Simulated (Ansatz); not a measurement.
Stretching the Ga1–I4 bond in GaH2I (SMILES [GaH2][I]) (multiplicity 1 held, fragments rigid). Energies count from the point at 2.512 Å.
Geometry at that point (charge 0, multiplicity 1):
```xyz
4

Ga    -0.8210    -1.2760     0.2151
H     -0.2706    -2.2651     1.2873
H     -2.0992    -1.4179    -0.6664
I      0.5249     0.8158    -0.1375
```

Signs of static correlation in def2-SVP, with CASSCF(6,4), from Ansatz (a program for electronic structure) runs.

| R (Å) | T1 of restricted CCSD | ⟨S²⟩ of UHF | largest double amplitude of restricted CCSD | weight of the CASSCF reference in MRCISD | CASSCF natural occupations |
|---|---|---|---|---|---|
| 2.010 | 0.010 | 0.000 | 0.036 | 0.915 | 2.00 2.00 1.99 0.01 |
| 2.261 | 0.011 | 0.000 | 0.031 | 0.914 | 2.00 2.00 1.99 0.01 |
| 2.512 | 0.012 | 0.000 | 0.042 | 0.913 | 2.00 2.00 1.98 0.02 |
| 2.763 | 0.013 | 0.000 | 0.066 | 0.913 | 2.00 2.00 1.97 0.03 |
| 3.015 | 0.015 | 0.000 | 0.092 | 0.913 | 2.00 2.00 1.96 0.04 |
| 3.392 | 0.020 | 0.000 | (withheld) | 0.914 | 2.00 2.00 1.92 0.08 |
| 3.768 | 0.031 | 0.547 | 0.186 | 0.914 | 2.00 2.00 1.85 0.15 |
| 4.396 | 0.066 | 0.911 | 0.324 | 0.916 | 2.00 2.00 1.61 0.39 |
| 5.025 | 0.119 | 0.989 | (withheld) | 0.916 | 2.00 2.00 1.32 0.69 |
| 5.778 | 0.173 | 1.006 | 0.923 | 0.917 | 2.00 2.00 1.12 0.88 |
| 6.783 | 0.202 | 1.009 | 1.173 | 0.917 | 2.00 2.00 1.03 0.97 |
| 8.039 | 0.200 | 1.009 | 1.224 | 0.917 | 2.00 2.00 1.00 1.00 |

Task: Complete the blanks.

Result: 
- 3.392, largest double amplitude of restricted CCSD: 0.134
- 5.025, largest double amplitude of restricted CCSD: 0.576

Doubts at one or more of the structures used: active orbitals that take no part (SC-NEVPT2 on CASSCF(6,4)/def2-SVP); a restricted determinant that unrestricted orbitals would lower (R-CCSD(T)/def2-SVP); T1 above 0.05 (R-CCSD(T)/def2-SVP, U-CCSD(T)/def2-SVP); other coupled-cluster roots lie near (R-CCSD(T)/def2-SVP); a spin-contaminated determinant (U-CCSD(T)/def2-SVP).
